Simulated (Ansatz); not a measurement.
```yaml
crystal:
  periodic: [false, false, false]
  atoms:
    - {symbol: C, position_ang: [-0.882848, -1.753609, 1.521430]}
    - {symbol: N, position_ang: [0.091481, -1.455056, 0.501210]}
    - {symbol: In, position_ang: [0.403711, 0.282090, -0.481870]}
    - {symbol: C, position_ang: [1.999733, 0.171391, -1.919406]}
    - {symbol: Si, position_ang: [-1.160674, 2.196064, 0.197253]}
    - {symbol: H, position_ang: [-0.422706, -2.073384, 2.466464]}
    - {symbol: H, position_ang: [-1.477671, -0.863621, 1.744290]}
    - {symbol: H, position_ang: [-1.587819, -2.540456, 1.219271]}
    - {symbol: H, position_ang: [0.669094, -2.250909, 0.275962]}
    - {symbol: H, position_ang: [2.774840, 0.901629, -1.681636]}
    - {symbol: H, position_ang: [2.440459, -0.826169, -1.917007]}
    - {symbol: H, position_ang: [1.624039, 0.389826, -2.920312]}
    - {symbol: H, position_ang: [-2.115692, 2.514287, -0.902249]}
    - {symbol: H, position_ang: [-0.392370, 3.439374, 0.488221]}
    - {symbol: H, position_ang: [-1.963579, 1.868562, 1.408379]}
basis:
  gaussian: {orbitals: ANO-RCC-VTZP, nuclear_model: gaussian}
hamiltonian: {xc: {name: HF}}
correlation: {method: mp2, frozen_orbitals: {C: 9}}
scf: {lower_state_search: light}
output: {forces: true}
```

```sh
$ ansatz run in.yaml --threads 4 --pin off --events-out ev --progress --plain --max-ram 10444MiB
```

It prints (some lines left out):

```
Functional definition: HF
Error: "frozen_orbitals" has no count for N
```

In this input frozen orbitals are typed for one element alone, and the program wants a count for each. The program refused the input.
